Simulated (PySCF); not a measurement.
# `C=C(C)C[C+](C)C`: 4 charge schemes on one density

Species: C7H13 (charge +1).
SMILES with atom numbers: `[CH2:1]=[C:2]([CH3:3])[CH2:4][C+:5]([CH3:6])[CH3:7]` (hydrogens: H8, H9 on C1; H10, H11, H12 on C3; H13, H14 on C4; H15, H16, H17 on C6; H18, H19, H20 on C7)

Cartesian coordinates in Å at the GFN2-xTB level; atoms count from 1:
```
atom  x, y, z in Å
C1    -1.537    1.230    0.552
C2    -1.115    0.299   -0.302
C3    -1.846   -0.981   -0.532
C4     0.124    0.577   -1.197
C5     0.988    0.056   -0.165
C6     1.257   -1.380   -0.071
C7     1.665    0.952    0.775
H8    -2.478    1.118    1.066
H9    -1.009    2.147    0.747
H10   -1.759   -1.320   -1.560
H11   -1.487   -1.771    0.126
H12   -2.901   -0.837   -0.309
H13    0.229    1.637   -1.409
H14    0.063   -0.010   -2.108
H15    2.323   -1.531   -0.271
H16    0.699   -1.973   -0.790
H17    1.104   -1.764    0.939
H18    1.767    0.527    1.772
H19    2.684    1.090    0.392
H20    1.224    1.944    0.824
```

Density: PBE0/pcSseg-1 (PySCF); schemes: Mulliken, IAO, Hirshfeld and ESP-fitted. Geometry: GFN2-xTB, one conformer, isolated ion.

Q: Do the Mulliken, IAO, Hirshfeld and ESP-fitted schemes agree on where the charge is lowest?

A: The schemes don't all agree: Mulliken C2 (-0.592); IAO C6 (-0.441); Hirshfeld C3 (-0.101); ESP-fitted C7 (-0.609).

Q: For which atoms does the sign change between the 4 schemes (beyond +0.03 e in one, beyond −0.03 e in another)?

A: C1, C2, C4 and C5.

Q: Tabulate the Mulliken, IAO, Hirshfeld and ESP-fitted charges.

A: In e:

```tsv
atom	environment	Mulliken	IAO	Hirshfeld	ESP-fitted
C1	terminal =CH2 carbon	+0.077	-0.223	-0.012	-0.391
C2	fully substituted alkene carbon	-0.592	+0.048	+0.057	+0.305
C3	allylic carbon	-0.127	-0.435	-0.101	-0.552
C4	allylic carbon	+0.073	-0.263	-0.037	-0.369
C5	formal carbocation centre	-0.413	+0.294	+0.195	+0.501
C6	methyl carbon	-0.133	-0.441	-0.082	-0.575
C7	methyl carbon	-0.124	-0.436	-0.083	-0.609
H8	vinylic hydrogen	+0.166	+0.195	+0.089	+0.230
H9	vinylic hydrogen	+0.148	+0.173	+0.078	+0.210
H10	methyl hydrogen	+0.149	+0.165	+0.065	+0.182
H11	methyl hydrogen	+0.161	+0.168	+0.061	+0.175
H12	methyl hydrogen	+0.167	+0.186	+0.075	+0.200
H13	methylene hydrogen	+0.173	+0.188	+0.083	+0.179
H14	methylene hydrogen	+0.181	+0.192	+0.087	+0.197
H15	methyl hydrogen	+0.206	+0.220	+0.102	+0.239
H16	methyl hydrogen	+0.164	+0.179	+0.075	+0.195
H17	methyl hydrogen	+0.188	+0.200	+0.088	+0.215
H18	methyl hydrogen	+0.178	+0.192	+0.083	+0.218
H19	methyl hydrogen	+0.201	+0.218	+0.100	+0.243
H20	methyl hydrogen	+0.155	+0.179	+0.076	+0.205
```

Mean size of the charges over all atoms: ESP-fitted 0.300 e, IAO 0.230 e, Mulliken 0.189 e, Hirshfeld 0.081 e. Each set sums to the total charge, 1, to within 0.001 e. The Mulliken scheme counts on each atom the diagonal of the density matrix times the overlap matrix over that atom's basis functions.

Q: How closely do the schemes follow one another over all atoms?

A: Correlation coefficient and root-mean-square difference: IAO with ESP-fitted 0.98, 0.104 e; Hirshfeld with ESP-fitted 0.97, 0.259 e; IAO with Hirshfeld 0.96, 0.176 e; Mulliken with IAO 0.34, 0.265 e; Mulliken with Hirshfeld 0.17, 0.215 e; Mulliken with ESP-fitted 0.14, 0.367 e.

Q: Sum the charges by element.

A: 
```tsv
element	atoms	Mulliken	IAO	Hirshfeld	ESP-fitted
C	7	-1.238	-1.455	-0.062	-1.689
H	13	+2.238	+2.455	+1.062	+2.689
```
